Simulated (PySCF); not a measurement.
Radial density of Si⁺ (silicon, charge +1)

BHandHLYP, [Ne] 3s1 3p2, high-spin 4P determinant (an excited configuration). Calculation: PySCF 2.14, in dyall-acv3z; no relativity, point nucleus.

| r (bohr) | 4πr²ρ (e/bohr) | 4πr²(ρα − ρβ) |
| --- | --- | --- |
| 0.00196 | 0.08076 | 0.0002 |
| 0.00330 | 0.2201 | 0.0007 |
| 0.00555 | 0.5846 | 0.0018 |
| 0.00934 | 1.488 | 0.0045 |
| 0.0157 | 3.523 | 0.0106 |
| 0.0264 | 7.396 | 0.0221 |
| 0.0444 | 12.71 | 0.0370 |
| 0.0747 | 15.81 | 0.0454 |
| 0.126 | 12.60 | 0.0592 |
| 0.211 | 9.811 | 0.1785 |
| 0.356 | 13.92 | 0.3260 |
| 0.598 | 10.64 | 0.0523 |
| 1.01 | 2.619 | 0.3196 |
| 1.69 | 1.579 | 1.5011 |
| 2.85 | 0.8420 | 0.8418 |
| 4.79 | 0.06188 | 0.0619 |
| 8.05 | 0.0003330 | 0.0003 |
